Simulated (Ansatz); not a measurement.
Relaxation of CH8BNOSi (13 atoms, charge 0, multiplicity 1), to a largest force component of 0.02 eV/Å in at most 50 steps.

Theory: Ansatz 0.2.0, RKS PBE/def2-SVP.

```xyz
13
Properties=species:S:1:pos:R:3
C -1.958 -0.540 0.734
B -0.481 -0.160 0.988
O 0.546 -0.994 0.405
Si 1.109 -0.243 -1.072
N 2.082 1.158 -0.769
H -2.497 0.390 0.236
H -2.061 -1.377 0.061
H -2.471 -0.696 1.680
H -0.190 0.754 1.751
H 1.790 -1.227 -1.848
H -0.159 0.160 -1.822
H 1.523 1.867 -0.207
H 2.787 0.872 -0.122
```

Task: Where does it end, and by what steps?

Result: The forces met the threshold. The force dipped under the threshold on the way, but the program's further checks kept it going. After 19 steps the energy has fallen by 0.896 eV; H11 moved furthest, 1.32 Å.

| step | energy less start (eV) | largest force component (eV/Å) | accepted |
| --- | --- | --- | --- |
| 0 | 0.0000 | 2.324 | yes |
| 1 | -0.3645 | 1.141 | yes |
| 2 | -0.5221 | 0.575 | yes |
| 3 | -0.6505 | 0.637 | yes |
| 4 | -0.7125 | 0.509 | yes |
| 5 | -0.7624 | 0.635 | yes |
| 6 | -0.8217 | 0.207 | yes |
| 7 | -0.8541 | 0.255 | yes |
| 8 | -0.8602 | 0.540 | yes |
| 9 | -0.8781 | 0.314 | yes |
| 10 | -0.8833 | 0.453 | yes |
| 11 | -0.8887 | 0.167 | yes |
| 12 | -0.8937 | 0.041 | yes |
| 13 | -0.8948 | 0.019 | yes |
| 14 | -0.8950 | 0.048 | yes |
| 15 | -0.8952 | 0.020 | yes |
| 16 | -0.8954 | 0.003 | yes |
| 17 | -0.8955 | 0.042 | yes |
| 18 | -0.8954 | 0.048 | no |
| 19 | -0.8956 | 0.009 | yes |

```xyz
13
Properties=species:S:1:pos:R:3
C -2.182 -0.701 1.074
B -0.803 -0.095 0.620
O -0.210 -0.507 -0.534
Si 1.243 -0.077 -1.324
N 2.263 1.077 -0.535
H -2.933 0.113 1.186
H -2.585 -1.468 0.385
H -2.086 -1.142 2.091
H -0.244 0.762 1.304
H 2.009 -1.355 -1.460
H 0.822 0.498 -2.640
H 1.962 2.053 -0.470
H 2.763 0.807 0.316
```

Whether the end is a true minimum wasn't checked by a vibrational analysis.

Run time: 43 s on 2 threads of Arm Neoverse V2 (shared host), peak memory 0.18 GiB.
